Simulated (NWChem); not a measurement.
Molecule: TiBrF₃; SMILES [Br][Ti]([F])([F])[F]

```xyz
5

Ti     0.0000     0.0000    -0.7298
F      1.2777    -0.9906    -1.3180
F      0.2190     1.6018    -1.3180
F     -1.4967    -0.6112    -1.3180
Br     0.0000     0.0000     1.6014
```
Atoms are numbered in this order, from 1.

Coordinates come from a PBE0/def2-SVP optimisation.

Question: List the 4 lowest vertical singlet excitations from PBE/def2-SVPD, TDA (NWChem).

Answer: 
```json
[
 {"state": "S1", "energy (eV)": "3.82", "oscillator strength": "0.000", "leading excitation (squared amplitude)": "HOMO → LUMO (0.32)"},
 {"state": "S2", "energy (eV)": "3.93", "oscillator strength": "0.001", "leading excitation (squared amplitude)": "HOMO−1 → LUMO (0.27)"},
 {"state": "S3", "energy (eV)": "3.93", "oscillator strength": "0.001", "leading excitation (squared amplitude)": "HOMO−1 → LUMO+1 (0.27)"},
 {"state": "S4", "energy (eV)": "4.45", "oscillator strength": "0.039", "leading excitation (squared amplitude)": "HOMO−1 → LUMO (0.24)"}
]
```
